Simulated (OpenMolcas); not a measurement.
**OpenMolcas run: Yb4+**

Input:

```
&GATEWAY
Coord
1

Yb 0.0 0.0 0.0
Basis=ANO-RCC-VQZP
Group=XYZ
NoMove
AngMom=0.0 0.0 0.0
AMFI
&SEWARD
&RASSCF
FileOrb=start.orb
Symmetry=1
Spin=3
nActEl=12 0 0
Inactive=15 12
Ras2=0 7
CIRoot=21 21 1
SDav=21
CIMx=300
Iter=120 100
PrWF=0.3
OrbListing=Nothing
MaxOrb=0
Atom
>>> COPY $Project.JobIph JOB001
&RASSCF
FileOrb=start.orb
Symmetry=1
Spin=1
nActEl=12 0 0
Inactive=15 12
Ras2=0 7
CIRoot=28 28 1
SDav=28
CIMx=300
Iter=120 100
PrWF=0.3
OrbListing=Nothing
MaxOrb=0
Atom
>>> COPY $Project.JobIph JOB002
&RASSI
NrOfJobIphs=2 21 27
1 2 3 4 5 6 7 8 9 10 11 12 13 14 15 16 17 18 19 20 21
1 2 3 4 5 6 7 8 9 10 11 12 13 14 15 16 17 18 19 20 21 22 23 24 25 26 27
IphNames
JOB001
JOB002
EJob
SpinOrbit
DIPRint=1.0
SOCoupling=1000.0
Subsets=2
MEES
Property=10
'ANGMOM' 1 'ANGMOM' 2 'ANGMOM' 3 'MLTPL  1' 1 'MLTPL  1' 2 'MLTPL  1' 3
'AMFI' 1 'AMFI' 2 'AMFI' 3 'MLTPL  2' 6
SOProperty=3
'ANGMOM' 1 'ANGMOM' 2 'ANGMOM' 3
```

Launched by
```bash
OMP_NUM_THREADS=1 MOLCAS_MEM=2252 MOLCAS_PROJECT=a pymolcas a.inp > a.log  # once for each step of the input, in one work folder
```

A driver script runs the steps one by one and writes start.orb anew before each from the orbitals found so far.

Output, cut to the results:

```
--- SEWARD ---
Basis set label: YB.ANO-RCC...9S8P6D4F3G2H.

      Electronic valence basis set:
      ------------------
      Associated Effective Charge  70.000000 au
      Associated Actual Charge     70.000000 au
      Nuclear Model: Point charge

      Shell  nPrim  nBasis  Cartesian Spherical Contaminant
         s      25       9        X
         p      22       8        X
         d      15       6                 X
         f      11       4                 X
         g       4       3                 X
         h       2       2                 X
                  Relativistic Douglas-Kroll-Hess integrals:
                    - DKH order of Hamiltonian: 2
                    - DKH order of Properties : 0
                  Atomic mean-field integrals
--- RASSCF ---
Wave function specifications:
      -----------------------------

      Number of closed shell electrons          54
      Number of electrons in active shells      12
      Max number of holes in RAS1 space          0
      Max nr of electrons in RAS3 space          0
      Number of inactive orbitals               27
      Number of active orbitals                  7
      Number of secondary orbitals             106
      Spin quantum number                      1.0
      State symmetry                             1
Orbital specifications:
      -----------------------

      Symmetry species                           1   2
                                                ag  au
      Frozen orbitals                            0   0
      Inactive orbitals                         15  12
      Active orbitals                            0   7
      RAS1 orbitals                              0   0
      RAS2 orbitals                              0   7
      RAS3 orbitals                              0   0
      Secondary orbitals                        51  55
      Deleted orbitals                           0   0
      Number of basis functions                 66  74
      Number of CSFs                            21
      Number of root(s) required                21
      Iter CI   SX   CI       RASSCF       Energy    max ROT     max BLB   max BLB  Level Ln srch  Step   QN
          iter iter root      energy       change     param      element    value   shift minimum  type update
 Nr of preliminary CI iterations:   1
      Total energies have been shifted. Add               -14000.00 au
        1   1   10    0   -42.52230665    0.00E+00  -1.21E-01*  15  34 2  1.13E+00*  0.00   0.00    SX    NO
        2   1   11    0   -43.17919595   -6.57E-01*  7.25E-02   15  34 2 -6.41E-01*  0.00   0.00    SX    NO
        3   1   11    0   -43.25267787   -7.35E-02*  7.85E-02   13  32 2  6.71E-01*  0.00   0.00    SX    NO
        4   1   11    0   -43.30283632   -5.02E-02* -7.48E-02   15  34 2 -5.79E-01*  0.00   0.00    SX    NO
        5   1   11    0   -43.30414178   -1.31E-03* -3.04E-02   19  38 2  6.15E-01*  0.00   0.50    LS   YES
        6   1   11    0   -43.56456367   -2.60E-01* -1.14E-02   13  32 2  1.15E-01*  0.00   1.22    QN   YES
        7   1   10    0   -43.57353373   -8.97E-03* -2.13E-03   15  34 2 -2.23E-02*  0.00   0.83    QN   YES
        8   1    8    0   -43.57394320   -4.09E-04*  5.14E-05   13  46 2 -7.25E-04*  0.00   0.99    QN   YES
        9   1    7    0   -43.57394368   -4.77E-07*  1.03E-05   15  18 1 -9.42E-05   0.00   0.99    QN   YES
       10   1    5    0   -43.57394368   -5.58E-09   1.60E-06   15  18 1 -1.45E-05   0.00   1.11    QN   YES
      Convergence after 10 iterations
       11   1    5    0   -43.57394368   -9.28E-11   1.60E-06    9  18 1  6.28E-07   0.00   1.11    QN   YES
      Natural orbitals and occupation numbers for root  1
      sym 2:   1.998979   1.523091   1.477931   2.000000   1.477931   1.523091   1.998979
      Natural orbitals and occupation numbers for root  2
      sym 2:   2.000000   1.525720   1.525720   1.998739   1.475541   1.475541   1.998739
      Natural orbitals and occupation numbers for root  3
      sym 2:   1.529480   1.998353   1.472166   1.529480   1.998353   1.472166   2.000000
::    RASSCF root number  1 Total energy: -14043.61313501
::    RASSCF root number  2 Total energy: -14043.61313501
::    RASSCF root number  3 Total energy: -14043.61313501
::    RASSCF root number  4 Total energy: -14043.61313501
::    RASSCF root number  5 Total energy: -14043.61313501
::    RASSCF root number  6 Total energy: -14043.61313501
::    RASSCF root number  7 Total energy: -14043.61313501
...
--- RASSI ---
SPIN-FREE ENERGIES:
  (Shifted by EMIN (a.u.) =     -14043.6131350074)

 SF State       Relative EMIN(au)   Rel lowest level(eV)    D:o, cm**(-1)      L_eff

     1             0.0000000000        0.0000000000              0.0000         5.0
     2             0.0000000000        0.0000000000              0.0000         5.0
     3             0.0000000000        0.0000000000              0.0000         5.0
     4             0.0000000000        0.0000000000              0.0000         5.0
     5             0.0000000000        0.0000000000              0.0000         5.0
     6             0.0000000000        0.0000000000              0.0000         5.0
     7             0.0000000000        0.0000000000              0.0000         5.0
     8             0.0000000000        0.0000000000              0.0000         5.0
     9             0.0000000000        0.0000000000              0.0000         5.0
    10             0.0000000000        0.0000000000              0.0000         5.0
    11             0.0000000000        0.0000000000              0.0000         5.0
    12             0.0391913226        1.0664502162           8601.5011         3.0
    13             0.0391913226        1.0664502162           8601.5011         3.0
    14             0.0391913226        1.0664502162           8601.5011         3.0
    15             0.0391913226        1.0664502162           8601.5011         3.0
    16             0.0391913226        1.0664502162           8601.5011         3.0
    17             0.0391913226        1.0664502162           8601.5011         3.0
    18             0.0391913226        1.0664502162           8601.5011         3.0
    22             0.0448930672        1.2216025913           9852.8894         4.0
    23             0.0448930672        1.2216025913           9852.8894         4.0
    24             0.0448930672        1.2216025913           9852.8894         4.0
...
```

Levels above the lowest, from the spin-orbit matrix, grouped by J:

```csv
Configuration,Term,J,E (cm⁻¹),Measured (cm⁻¹),g,Term weight %,Second
4f¹²,³H,6,0.0,0.0,1.166,99,
4f¹²,³F,4,7292,,1.115,55,35 ¹G
4f¹²,³H,5,9715,9580,1.033,100,
4f¹²,³H,4,15226,14405,0.969,57,33 ³F
4f¹²,³F,3,18317,16372,1.084,100,
4f¹²,³F,2,19610,16877,0.729,83,16 ¹D
4f¹²,¹G,4,25082,24193,0.965,56,32 ³H
4f¹²,¹D,2,37652,,1.098,55,30 ³P
4f¹²,¹I,6,45254,39038,1.001,99,
4f¹²,³P,1,49856,,1.501,100,
4f¹²,³P,2,50970,43120,1.341,69,28 ¹D
4f¹²,³P,0,51420,,,100,
```

Against the 7 measured excited levels shown (the list in Tchang-Brillet, Wyart, Meftah and Ait Mammar, Atoms 6, 52 (2018)) the mean absolute deviation is 2900 cm-1; the largest miss in energy is 4f¹² ³P₂ [69 %]: computed 50970, measured 43120 cm⁻¹ (+18.2 %).

Some high roots are left out of the spin-orbit mixing, which shifts the levels that they would mix with. Without dynamic correlation excited terms often stand tens of per cent too high (terms of higher spin than the ground term too low), and those without a measured partner can miss by more than the paired ones. Computed and measured levels are paired by configuration, term and J; levels that our copy of the source lacks, or whose pairing is in doubt (as where it misses far off the trend of its configuration), stay unpaired and out of the deviations. Levels of configurations outside the active space are missing. The first state left out of the spin-orbit step lies near 90000 cm-1 above the lowest spin-free state of the reference (among the parities and spins computed), and the list stops at four fifths of that energy or lower.

The term weight is that of the spin-free term in the level, not the purity of its configuration. A share in square brackets marks a mixed level and gives the weight of the term that names it.
